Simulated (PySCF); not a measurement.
Magnetic shielding above rings: a mixed set.

Definitions: NICS(0) = −σiso at the ring centroid; NICS(1) = −σiso and NICS(1)zz = −σzz at ±1 Å along the ring normal z. Level: GIAO PBE0/pcSseg-1 (PySCF, non-relativistic, gas phase) on the GFN2-xTB geometries, one conformer each. Atom numbers follow the mapped SMILES.

Question: Order these rings by mean NICS(1)zz, lowest (most negative) first (ppm).
A. ring C1–C2–C3–C4–C8–C9 in `[cH:1]1[cH:2][cH:3][c:4]([P:5]2[CH2:6][CH2:7]2)[cH:8][cH:9]1`
B. ring P4–C5–C7 in `[CH:1]#[C:2][CH2:3][P:4]1[C:5]([CH3:6])=[C:7]1[CH:8]=[CH2:9]`
C. ring Si2–C3–C4–C5–O6 in `[Cl:1][Si@H:2]1[CH2:3][CH2:4][CH2:5][O:6]1`
D. ring C2–Si3–C4–C5 in `[CH3:1][C@@H:2]1[SiH2:3][CH2:4][C@H:5]1[C:6]([F:7])([F:8])[F:9]`
E. ring C4–C5–C6–C7–C8–C9 in `[CH3:1][CH2:2][CH2:3][CH:4]1[CH2:5][CH2:6][CH2:7][CH2:8][CH2:9]1`
F. ring C3–C4–C5–C6–N8–C9 in `[NH2:1][CH2:2][c:3]1[cH:4][cH:5][c:6]([F:7])[n:8][cH:9]1`
G. ring C4–P5–C6–C7–C8–C9 in `[CH3:1][C:2](=[O:3])[c:4]1[p:5][cH:6][cH:7][cH:8][c:9]1[Cl:10]`

Answer: A (-28.0), F (-26.8), G (-23.1), B (-17.3), C (-3.3), E (3.0), D (5.0).

```tsv
SMILES	ring	NICS(0)	NICS(1)	NICS(1)zz	HOMA	rms pucker (Å)	ring atoms with four or more neighbours
c1ccc(P2CC2)cc1	6-membered carbocycle; formal bonds all aromatic	-8.7	-11.5	-28.0	1.00	0.01	0
NCc1ccc(F)nc1	6-membered ring with N; formal bonds all aromatic	-8.9	-11.1	-26.8	0.99	0.00	0
CC(=O)c1pcccc1Cl	6-membered ring with P; formal bonds all aromatic	-7.3	-9.9	-23.1	0.87	0.00	0
C#CCP1C(C)=C1C=C	3-membered ring with P; formal bonds 1 double, 2 single	-26.5	-8.2	-17.3	-1.00	0.00	0
Cl[Si@H]1CCCO1	5-membered ring with O and Si; formal bonds all single	-5.7	-3.2	-3.3	–	0.16	4
CCCC1CCCCC1	6-membered carbocycle; formal bonds all single	-2.4	-2.5	3.0	–	0.24	6
C[C@@H]1[SiH2]C[C@H]1C(F)(F)F	4-membered ring with Si; formal bonds all single	-0.6	-1.1	5.0	–	0.07	4
```

NICS(0) gives another order. The isotropic NICS(1) gives the same order. Over the 4 rings with a HOMA value its correlation coefficient with NICS(1)zz is -0.93. HOMA uses Krygowski's 1993 parameters; it is left out where a ring has a four-coordinate atom, a triple bond, no multiple bond or a kind of bond without parameters. NICS(1) and NICS(1)zz are means over the two faces.
